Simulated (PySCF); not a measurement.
**Computed properties of C₃H₇NSi, SMILES C1=CCN1[SiH3]**

C₃H₇NSi, SMILES [SiH3]N1CC=C1. Coordinates come from a ωB97X-D3(BJ)/def2-SVP optimisation. This is a generated structure with no PubChem entry under its InChIKey; it may be hypothetical. Other conformers were not sampled. All values are computed for the isolated molecule unless a solvent is named; none is compared with measurement here.

**Structure.** All 30 harmonic modes at ωB97X-D3(BJ)/def2-SVP (PySCF) are real, so it is a minimum. With heavy atoms numbered as in [SiH3:1][N:2]1[CH:3]=[CH:4][CH2:5]1, the shortest bond between them is C3–C4 at 1.348 Å and the longest Si1–N2 at 1.738 Å.

**Vibrations.** The strongest infrared lines (harmonic, unscaled, degenerate partners summed) lie at 998 cm⁻¹ (210 km/mol, H 76 %, C 15 %), 2211 cm⁻¹ (175 km/mol, H 96 %), 1385 cm⁻¹ (137 km/mol, C 37 %, N 36 %, H 26 %). The softest mode is at 89 cm⁻¹ and the zero-point energy is 57.3 kcal/mol.

**Electronic structure.** r2SCAN/def2-TZVP (PySCF) places the frontier levels at -5.06 and -0.25 eV, a gap of 4.81 eV, and gives a dipole moment of 0.44 D and a mean polarisability of 68.9 bohr³. PBE/def2-TZVP (PySCF) at the same geometry gives -4.89 and -0.48 eV, so its gap is 0.40 eV narrower. An orbital gap is neither the optical nor the fundamental gap.

**Excitations.** TDDFT-CAM-B3LYP/def2-SVPD (PySCF) has S1 at 5.49 eV (226 nm, f = 0.003, weak); the most intense of the 10 singlets computed lies at 5.78 eV (f = 0.17). T1 (TDA) is at 3.70 eV. TDDFT-PBE/def2-SVPD (PySCF) puts S1 at 4.54 eV. No vertical singlet excitation falls in the visible range (under 3.1 eV).

**NMR.** GIAO shifts at PBE0/pcSseg-1 (PySCF) (non-relativistic, atoms alike by connectivity averaged): ¹³C from 63.3 to 155.4 ppm against TMS; ¹H from 4.5 to 6.8 ppm against TMS; ²⁹Si at -57.5 ppm against TMS.

**Solvation.** SMD-M06-2X/def2-SVP (PySCF) gives 0.2 kcal/mol in water, -3.5 kcal/mol in ethanol, -4.2 kcal/mol in chloroform (1 M in both phases, gas-phase geometry); of these solvents chloroform holds the molecule best.
